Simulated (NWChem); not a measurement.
[CH3][Ge][F] (CH$_{3}$FGe, singlet), optimised at PBE0/def2-SVP with NWChem:

- highest occupied level (eV) = -6.78
- orbital gap (eV) = 4.51
- dipole (D) = 1.94
- highest harmonic frequency (cm⁻¹) = 3171
- zero-point energy (kcal/mol) = 23.1

Low-valent species are run as closed-shell singlets; no triplet was tried in these runs.

### Question
One F atom is replaced by Cl, giving [CH3][Ge][Cl] (CH$_{3}$ClGe, singlet), optimised at the same level. How do these values move?

### Answer
```json
[
 {"quantity": "highest occupied level (eV)", "new value": "-6.78", "change": "0.00"},
 {"quantity": "orbital gap (eV)", "new value": "4.20", "change": "-0.31"},
 {"quantity": "dipole (D)", "new value": "2.12", "change": "+0.18"},
 {"quantity": "highest harmonic frequency (cm⁻¹)", "new value": "3168", "change": "-3"},
 {"quantity": "zero-point energy (kcal/mol)", "new value": "22.7", "change": "-0.4"}
]
```
